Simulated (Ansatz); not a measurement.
Reaction (redistribution): `C=CB[SeH]` + `C=[CH][AlH][NH2]` → `[NH2][AlH][SeH]` + `C=CBC=C`

Gas-phase electronic energies from Ansatz, PBE0-D4/def2-TZVP geometries. CBS: MP2 limit from def2 TZ/QZ plus the TZ coupled-cluster correction, frozen cores. For Se outer-core shells are correlated without core-valence functions, which leaves a few kJ/mol of doubt a bond. Scalar relativity is left out up to krypton. Each species was taken in one conformer, which may not be the lowest.

`C=CB[SeH]`:

Z-matrix (Å, degrees):
```
C
C 1 1.337
H 1 1.086 2 120.9
H 1 1.086 2 122.6 3 -180.0
B 2 1.534 1 120.9 3 0.0
H 2 1.089 1 118.0 3 180.0
Se 5 1.916 2 124.2 1 179.9
H 5 1.195 2 121.5 1 -0.1
H 7 1.471 5 97.2 2 -0.0
```

`C=[CH][AlH][NH2]`:

```xyz
10

C    -0.311    1.044   -1.433
C     0.689    0.941   -0.556
Al    0.696   -0.344    0.902
N    -0.697   -1.413    1.111
H    -0.309    1.765   -2.250
H    -1.193    0.409   -1.384
H     1.525    1.628   -0.700
H     1.893   -0.494    1.930
H    -0.766   -2.106    1.839
H    -1.527   -1.429    0.541
```

`[NH2][AlH][SeH]`:

```xyz
7

N     1.092    0.766    0.644
Al   -0.415    0.023    0.112
Se   -0.302   -1.492   -1.645
H     2.004    0.592    0.255
H     1.154    1.435    1.394
H    -1.781    0.383    0.812
H    -1.753   -1.707   -1.573
```

`C=CBC=C`:

Z-matrix (Å, degrees):
```
C
C 1 1.338
H 1 1.087 2 120.6
H 1 1.087 2 123.0 3 180.0
B 2 1.540 1 121.4 3 -0.0
H 2 1.090 1 117.6 3 -180.0
C 5 1.540 2 123.4 1 -179.9
H 5 1.203 2 118.3 1 0.1
C 7 1.338 5 121.4 2 179.9
H 7 1.090 5 121.0 2 -0.1
H 9 1.086 7 120.6 5 0.0
H 9 1.087 7 123.0 5 -180.0
```

```csv
species,SCS-MP2/def2-QZVPP energy (Eh)
`C=CB[SeH]`,-2504.24650
`C=[CH][AlH][NH2]`,-376.35777
`[NH2][AlH][SeH]`,-2699.56297
`C=CBC=C`,-181.06265
```

Question: Work out ΔE.

Answer: ΔE = (-2699.56297) + (-181.06265) − (-2504.24650) − (-376.35777) = -0.02135 Eh = -56.1 kJ/mol. CCSD(T)/CBS gives -54.7 kJ/mol.

Largest T1 diagnostic among the species: 0.013.

In def2-TZVPP, CCSD(T) changes the Hartree–Fock value by +20.2 kJ/mol (the triples alone add +2.9 kJ/mol) and MP2 by +18.6 kJ/mol. From PBE to PBE0 (25 % exact exchange), in def2-TZVPP and without D4, ΔE moves by −6.1 kJ/mol.
